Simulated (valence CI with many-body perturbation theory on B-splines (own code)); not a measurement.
## E1 line list for Tc XII

Calculated by configuration interaction combined with many-body perturbation theory (CI+MBPT): four valence electrons over a frozen Dirac-Fock core [Ar] 3d10, radial functions for each j: 11 s, 11 p, 9 d, 7 f, 5 g, 2 h, 1 i, with the one-electron correlation potential Σ1, the two-electron term Σ2, the three-electron term Σ3, Breit, model QED; selected CI, second order for the rest, scaled by the run's own slope (own B-spline code, finite nucleus).

No measured levels were compared; by estimate levels hold to about 250 cm⁻¹ or 0.2 % of their energy and the worst to 1 %, as in measured heavy ions of charge 2 to 7; those with d or f electrons hold less well.

Lines 51 to 100 of 241 in falling wavelength, among levels below 761250 cm⁻¹, chosen from the strongest by gf and those to the six lowest levels. Wavelengths and rates use the calculated energies, so an error of 700 cm⁻¹ moves a line at 352.2 Å by 0.25 % and its rate by three times that or more. Electric multipoles are in the length gauge, E1 and E2 with the static RPA response of the core. Weak lines are less certain than strong ones. Lines between different terms over intervals too small for the method are left out, as are lines whose strength nearly cancels. Where a level lies close to another of its J and parity, the split of strength between their lines is uncertain. The highest levels of a list are the least certain.

Names give the largest LS component (configuration and term), which can be under half, so a name can repeat, a term be missing and a line seem to break the LS rules; names also repeat where a configuration has a term twice. Letters in brackets count levels of one name in rising energy.

| λ vac (Å) | Upper | Lower | A (s⁻¹) | S (a.u.) with core polarisation | S without |
| --- | --- | --- | --- | --- | --- |
| 352.2 | 4s.4p2.4d 1P_1 | 4s2.4p.4d 3P°_2 | 2.94e+09 | 1.90e-01 | 2.11e-01 |
| 351.5 | 4s.4p3 3P°_2 | 4s2.4p2 3P_2 | 7.41e+09 | 7.95e-01 | 8.79e-01 |
| 351.0 | 4s.4p2.4d 3F_3 [b] | 4s2.4p.4d 3P°_2 | 1.30e+09 | 1.94e-01 | 2.16e-01 |
| 349.8 | 4s.4p2.4d 3F_2 [b] | 4s2.4p.4d 3D°_1 | 3.51e+09 | 3.71e-01 | 4.17e-01 |
| 349.8 | 4s.4p3 1D°_2 | 4s2.4p2 1D_2 | 1.12e+10 | 1.18e+00 | 1.31e+00 |
| 348.3 | 4s.4p2.4d 3D_2 [c] | 4s2.4p.4d 3P°_2 | 1.18e+09 | 1.23e-01 | 1.36e-01 |
| 346.9 | 4s.4p2.4d 3F_3 [b] | 4s2.4p.4d 3F°_4 | 7.01e+08 | 1.01e-01 | 1.12e-01 |
| 346.9 | 4s.4p3 3P°_0 | 4s2.4p2 3P_1 | 7.13e+09 | 1.47e-01 | 1.62e-01 |
| 346.7 | 4s.4p2.4d 3S_1 [b] | 4s2.4p.4d 1D°_2 | 3.95e+09 | 2.44e-01 | 2.71e-01 |
| 345.5 | 4s.4p2.4d 3D_2 [d] | 4s2.4p.4d 3D°_1 | 2.47e+09 | 2.51e-01 | 2.80e-01 |
| 343.2 | 4s.4p3 3P°_1 | 4s2.4p2 3P_1 | 5.61e+09 | 3.36e-01 | 3.71e-01 |
| 341.0 | 4s.4p2.4d 3S_1 [a] | 4s2.4p.4d 3D°_1 | 2.08e+09 | 1.22e-01 | 1.35e-01 |
| 340.4 | 4s.4p2.4d 3P_1 [b] | 4s2.4p.4d 3P°_2 | 4.12e+09 | 2.41e-01 | 2.66e-01 |
| 339.5 | 4s.4p2.4d 3D_3 [b] | 4s2.4p.4d 3F°_3 | 1.55e+09 | 2.10e-01 | 2.32e-01 |
| 339.0 | 4s.4p3 3P°_2 | 4s2.4p2 3P_1 | 7.76e+07 | 7.46e-03 | 8.26e-03 |
| 338.4 | 4s.4p2.4d 3D_2 [a] | 4s2.4p.4d 3F°_2 | 4.90e+09 | 4.69e-01 | 5.18e-01 |
| 338.4 | 4s.4p2.4d 3F_3 [c] | 4s2.4p.4d 3P°_2 | 1.68e+09 | 2.25e-01 | 2.52e-01 |
| 334.9 | 4s.4p3 3S°_1 | 4s2.4p2 1D_2 | 1.07e+08 | 5.94e-03 | 6.64e-03 |
| 332.9 | 4s.4p2.4d 3D_2 [b] | 4s2.4p.4d 3F°_3 | 1.27e+09 | 1.15e-01 | 1.28e-01 |
| 330.5 | 4s.4p3 1P°_1 | 4s2.4p2 1S_0 | 6.59e+09 | 3.53e-01 | 3.91e-01 |
| 329.1 | 4s.4p2.4d 3F_4 [b] | 4s2.4p.4d 3F°_4 | 7.26e+08 | 1.15e-01 | 1.26e-01 |
| 328.0 | 4s.4p2.4d 3P_2 [b] | 4s2.4p.4d 3P°_2 | 2.85e+09 | 2.48e-01 | 2.75e-01 |
| 327.6 | 4p4 3P_0 | 4s.4p3 3D°_1 | 1.03e+10 | 1.79e-01 | 1.98e-01 |
| 326.8 | 4p4 1D_2 | 4s.4p3 3D°_3 | 2.91e+09 | 2.50e-01 | 2.77e-01 |
| 325.3 | 4p4 3P_1 | 4s.4p3 3D°_2 | 6.72e+09 | 3.43e-01 | 3.79e-01 |
| 324.3 | 4s.4p2.4d 3F_3 [b] | 4s2.4p.4d 3F°_3 | 5.60e+09 | 6.60e-01 | 7.30e-01 |
| 323.6 | 4p4 3P_1 | 4s.4p3 3D°_1 | 3.95e+09 | 1.98e-01 | 2.20e-01 |
| 322.1 | 4s.4p2.4d 3D_2 [c] | 4s2.4p.4d 3F°_3 | 1.88e+09 | 1.55e-01 | 1.71e-01 |
| 319.6 | 4s.4p3 3P°_1 | 4s2.4p2 3P_0 | 1.63e+09 | 7.88e-02 | 8.69e-02 |
| 319.3 | 4s.4p2.4d 3D_2 [b] | 4s2.4p.4d 3F°_2 | 4.98e+09 | 4.00e-01 | 4.42e-01 |
| 314.9 | 4s.4p2.4d 3D_1 [b] | 4s2.4p.4d 3F°_2 | 1.00e+10 | 4.63e-01 | 5.11e-01 |
| 314.7 | 4s.4p3 1D°_2 | 4s2.4p2 3P_2 | 1.88e+09 | 1.45e-01 | 1.60e-01 |
| 313.6 | 4s.4p2.4d 3F_3 [c] | 4s2.4p.4d 3F°_3 | 3.00e+09 | 3.19e-01 | 3.55e-01 |
| 312.4 | 4s.4p2.4d 1P_1 | 4s2.4p.4d 3F°_2 | 5.22e+09 | 2.36e-01 | 2.61e-01 |
| 309.7 | 4s.4p2.4d 3D_2 [d] | 4s2.4p.4d 3F°_3 | 1.33e+10 | 9.72e-01 | 1.07e+00 |
| 309.3 | 4s.4p2.4d 3D_2 [c] | 4s2.4p.4d 3F°_2 | 1.57e+09 | 1.15e-01 | 1.27e-01 |
| 307.3 | 4s.4p2.4d 3D_3 [c] | 4s2.4p.4d 3F°_3 | 5.27e+09 | 5.29e-01 | 5.86e-01 |
| 305.3 | 4s.4p2.4d 3P_1 [a] | 4s.4p3 3S°_1 | 2.34e+09 | 9.87e-02 | 1.08e-01 |
| 304.7 | 4s.4p3 1D°_2 | 4s2.4p2 3P_1 | 2.56e+08 | 1.78e-02 | 1.96e-02 |
| 304.6 | 4s.4p2.4d 3P_2 [b] | 4s2.4p.4d 3F°_3 | 1.21e+10 | 8.44e-01 | 9.32e-01 |
| 302.6 | 4s.4p3 3S°_1 | 4s2.4p2 3P_2 | 3.73e+10 | 1.53e+00 | 1.69e+00 |
| 301.2 | 4s.4p2.4d 3F_2 [b] | 4s2.4p.4d 3F°_2 | 7.81e+09 | 5.26e-01 | 5.83e-01 |
| 299.7 | 4p4 3P_2 | 4s.4p3 5S°_2 | 4.58e+08 | 3.04e-02 | 3.36e-02 |
| 299.2 | 4s.4p3 1P°_1 | 4s2.4p2 1D_2 | 3.54e+10 | 1.40e+00 | 1.55e+00 |
| 298.0 | 4s.4p2.4d 3D_2 [d] | 4s2.4p.4d 3F°_2 | 1.38e+09 | 9.03e-02 | 9.89e-02 |
| 294.6 | 4s.4p2.4d 3S_1 [a] | 4s2.4p.4d 3F°_2 | 7.63e+09 | 2.89e-01 | 3.19e-01 |
| 293.3 | 4s.4p3 3S°_1 | 4s2.4p2 3P_1 | 1.53e+10 | 5.73e-01 | 6.31e-01 |
| 288.3 | 4s.4p2.4d 3S_1 [b] | 4s2.4p.4d 3F°_2 | 5.99e+09 | 2.13e-01 | 2.34e-01 |
| 285.2 | 4s2.4p.4d 3F°_2 | 4s2.4p2 1D_2 | 1.50e+09 | 8.56e-02 | 9.40e-02 |
| 279.0 | 4s.4p2.4d 3P_2 [a] | 4s.4p3 3P°_2 | 1.72e+09 | 9.22e-02 | 1.01e-01 |
